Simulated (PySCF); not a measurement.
# SbH and its ions

UHF-CCSD(T); PySCF, scalar-relativistic core potentials, basis sets Sb def2-SVPD with ECP28, H def2-SVPD. Neutral (UHF): triplet (π ↑↑), Re = 1.725 Å, ωe = 1888 cm⁻¹, De = 2.35 eV.

SbH⁺ (UHF): doublet (π ↑), Re = 1.717 Å, ωe = 1956 cm⁻¹, De = 2.54 eV to Sb⁺ + H. The energies at the minima are -239.94182 hartree for SbH and -239.62137 for SbH⁺.

Work out the adiabatic ionisation energy, without and with harmonic zero-point energies (1 hartree = 27.2114 eV, 1 eV = 8065.5 cm⁻¹), and the change of the bond length.

At UHF-CCSD(T): 0.32045 hartree = 8.720 eV between the minima; the zero-point term (1956.0 − 1888.0)/2 cm⁻¹ = +0.004 eV makes it 8.724 eV. Re changes by -0.8 pm against the neutral. The electron leaves a π orbital, which is non-bonding in a hydride.

Correlated steps freeze 4 core orbitals. Correlated levels converge slowly with the basis: in double zeta they bind strong bonds too weakly, by up to about 1 eV, and carry superposition errors of some tenths. Spin–orbit coupling is left out, which matters for elements this heavy, above all for dissociation energies. For an ion De counts to the pair picked by the measured ionisation energies or electron affinities, which need not be the lowest pair at this level. States were picked by a PBE0 search and need not be the measured ground states.
